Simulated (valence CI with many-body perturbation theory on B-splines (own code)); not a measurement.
# Questions on Rb6+

Level of theory: relativistic CI+MBPT: three valence electrons over a frozen Dirac-Fock core [Ar] 3d10, radial functions for each j: 9 s, 9 p, 8 d, 6 f, 3 g, 1 h, with the one-electron correlation potential Σ1 (screened to all orders), the two-electron term Σ2, the three-electron term Σ3, Breit, model QED; selected single and double excitations, second order for the rest, scaled by the run's own slope (own B-spline code, finite nucleus).

Set against measurement, 17 paired levels are off by 113 cm⁻¹ on average, the worst by 248. These come from a selection out of Sansonetti, J. Phys. Chem. Ref. Data 35, 301 (2006). Levels without a partner in it may be off by more.

Rates and lifetimes use the calculated energies. Strong lines usually hold to 10 to 20 %, long lifetimes can be off by a factor of two.

Question: What is the ground level?

Answer: 4s2.4p 2P°_1/2, composition 98 % 4s2.4p 2P°, g = 0.665.

Question: Name the longest-lived excited levels whose lifetime is computed, and their main decay.

Answer: 4s2.4p 2P°_3/2 at 10463 cm⁻¹ lives 96.6 ms, mostly by M1 to 4s2.4p 2P°_1/2.

Question: How well does LS coupling describe the low levels?

Answer: Among the lowest 20 levels the leading LS term, summed over configurations, holds 92 % on average. For single configurations the figures are 86 % in LS and 72 % in jj coupling. Terms mix most in the J = 3/2 level at 311390 cm⁻¹, where the leading one holds 60 %.

Question: What are the static dipole polarisabilities of the lowest levels?

Answer: 4s2.4p 2P°_1/2 2.58; 4s2.4p 2P°_3/2 2.63 (tensor 0.16) bohr³, of which the core gives 0.158.

Question: How is the term 2P° of the ground level split?

Answer: J = 1/2 at 0, J = 3/2 at 10463 cm⁻¹.

Question: What is the ionisation energy?

Answer: 99.103 eV; NIST lists 98.67 ± 0.04 eV (semi-empirical).

Question: Where does the other parity begin?

Answer: At 4s.4p2 4P_1/2, 122110 cm⁻¹.
